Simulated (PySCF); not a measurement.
Precursor series Cd NH2-H. Gas-phase values, no solvent. One relaxed conformer stands for each flexible species; it need not be the lowest.

Level of theory: B3LYP-D3(BJ)/def2-TZVP // r2SCAN-D4/def2-SVP (PySCF). B3LYP has the VWN-RPA correlation part, as in Gaussian. 

| species | mean distance from the central atom to its bonded neighbours (Å) | HOMO–LUMO gap (eV) | coordination number | LUMO (eV) | charge on the central atom (Mulliken) (e) |
|---|---|---|---|---|---|
| 0 of 2 NH2 replaced by H ([Cd(NH2)2]) | 2.005 | 5.51 | 2 | -0.94 | 0.77 |
| 1 of 2 NH2 replaced by H ([Cd(NH2)(H)]) | 1.827 | 5.67 | 2 | [?] | [?] |
| 2 of 2 NH2 replaced by H ([Cd(H)2]) | [?] | 6.65 | 2 | -1.00 | 0.31 |

Question: Complete the blanks.

Answer: 
- 1 of 2 NH2 replaced by H ([Cd(NH2)(H)]), LUMO (eV): -0.71
- 1 of 2 NH2 replaced by H ([Cd(NH2)(H)]), charge on the central atom (Mulliken) (e): 0.55
- 2 of 2 NH2 replaced by H ([Cd(H)2]), mean distance from the central atom to its bonded neighbours (Å): 1.672
